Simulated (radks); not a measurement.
Ionisation of neutral gadolinium, [Xe] 4f7 5d1 6s2, to [Xe] 4f7 5d1 6s1 as the strength of local exchange is varied. Method: scalar-relativistic Kohn-Sham, Slater X-alpha exchange (alpha = 2/3 is LDA exchange), no correlation, spin-polarised, spherical densities, point nucleus; open shells are filled with parallel spins first (spin-orbit coupling, left out, can overturn this in heavy ions); computed with a radial shooting solver on a logarithmic mesh with Libxc functionals.

| alpha | E(Gd) (hartree) | exchange (hartree) | IE (eV) | -e of the level emptied (eV) | <r> of it (bohr) |
|---|---|---|---|---|---|
| 0.629 | -11244.2819 | -221.4036 | 4.892 | 2.824 (6s) | 4.292 |
| 0.667 | -11257.7163 | -235.0778 | 5.028 | 2.967 (6s) | 4.255 |
| 0.804 | -11306.2923 | -284.6531 | 5.551 | 3.525 (6s) | 4.121 |
| 0.833 | -11316.6031 | -295.2024 | 5.667 | 3.650 (6s) | 4.093 |
| 0.87 | -11329.7726 | -308.6899 | 5.818 | 3.814 (6s) | 4.057 |

NIST Atomic Spectra Database: 6.150 eV (measured). The central value is not met in this range of alpha. Open shells are spherical and high-spin; term and fine-structure splittings are not resolved. Spin-orbit splitting is averaged out at the scalar-relativistic level.
